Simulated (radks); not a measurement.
These are the eigenvalues of the occupied orbitals of an atom or ion with whole-number occupations (hartree). Calculated with a radial shooting solver on a logarithmic mesh with Libxc functionals: scalar-relativistic Kohn-Sham, PBE, spin-unpolarised, spherical densities, finite nucleus; Fermi nuclear charge, rms radius of each element as measured or else 0.836 A^(1/3) + 0.57 fm.

orbital  eigenvalue
1s        -178.9274
2s        -19.73200
2p        -16.32623
3s         -2.30173
3p         -1.42811
4s         -0.16416
3d         -0.15651

Which element is it, and in what charge state? The configuration may be excited.

Answer. Z = 22, titanium, charge 0: Ti in [Ar] 3d2 4s2. The list shows which subshells hold electrons but not how many an open one holds; the 1s level, -178.93 hartree, gives Z - s = 18.9 by -(Z - s)^2/2, which with screening and relativity narrows Z to a few neighbours, and the depths of the outer levels then fix element, charge and occupations together.
